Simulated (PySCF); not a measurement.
**Correlation energy of Zn (zinc, neutral)**

[Ar] 3d10 4s2, closed-shell 1S. Computed with PySCF 2.14 in def2-TZVP (6s5p4d1f, 48 functions), with no relativity, point nucleus. Frozen: [Ar]; 12 electrons correlated.

MP2 pair energies summed by pair of shells (mhartree):

```
 pair   energy  share (%)
3d-3d  -350.58       86.8
3d-4s   -30.94        7.7
4s-4s   -22.20        5.5
```

Total MP2 correlation energy: -403.73 mhartree.

Same-spin part -143.89 and opposite-spin part -259.84 mhartree; SCS-MP2 scales them by 1/3 and 6/5 to -359.77 mhartree.

```
  level  correlation energy (mhartree)
   CCSD                        -375.26
    (T)                          -8.94
CCSD(T)                        -384.20
```

Diagnostics: T1 = 0.016, D1 = 0.0403, largest double amplitude 0.086.

Cost of the coupled-cluster step: 0.56 s of wall time on 1 thread of Neoverse-V1 (shared host), for 12 correlated electrons.

Iterations:

```
CC2 = 0
CCSD nocc = 6, nmo = 39
frozen orbitals [0, 1, 2, 3, 4, 5, 6, 7, 8]
max_cycle = 100
direct = 0
conv_tol = 1e-08
conv_tol_normt = 1e-06
diis_space = 8
diis_start_cycle = 0
Init t2, MP2 energy = -1778.21079475336  E_corr(MP2) -0.403728479635743
Init E_corr(CCSD) = -0.403728479642915
cycle = 1  E_corr(CCSD) = -0.35768169066256  dE = 0.046046789  norm(t1,t2) = 0.0693898
cycle = 2  E_corr(CCSD) = -0.376999481055074  dE = -0.0193177904  norm(t1,t2) = 0.0293255
cycle = 3  E_corr(CCSD) = -0.373647735121541  dE = 0.00335174593  norm(t1,t2) = 0.0158208
cycle = 4  E_corr(CCSD) = -0.374963403561145  dE = -0.00131566844  norm(t1,t2) = 0.00574839
cycle = 5  E_corr(CCSD) = -0.375291030370503  dE = -0.000327626809  norm(t1,t2) = 0.000560761
cycle = 6  E_corr(CCSD) = -0.375275032408358  dE = 1.59979621e-05  norm(t1,t2) = 0.000127473
cycle = 7  E_corr(CCSD) = -0.375260763707795  dE = 1.42687006e-05  norm(t1,t2) = 3.13337e-05
cycle = 8  E_corr(CCSD) = -0.37526102744784  dE = -2.63740045e-07  norm(t1,t2) = 5.9065e-06
cycle = 9  E_corr(CCSD) = -0.375261517637576  dE = -4.90189736e-07  norm(t1,t2) = 1.82665e-06
cycle = 10  E_corr(CCSD) = -0.375261484038244  dE = 3.35993324e-08  norm(t1,t2) = 4.10257e-07
cycle = 11  E_corr(CCSD) = -0.375261486101453  dE = -2.06320883e-09  norm(t1,t2) = 1.30839e-07
CCSD converged
E(CCSD) = -1778.18232775983  E_corr = -0.3752614861014528
CCSD(T) correction = -0.00893813899945517
```
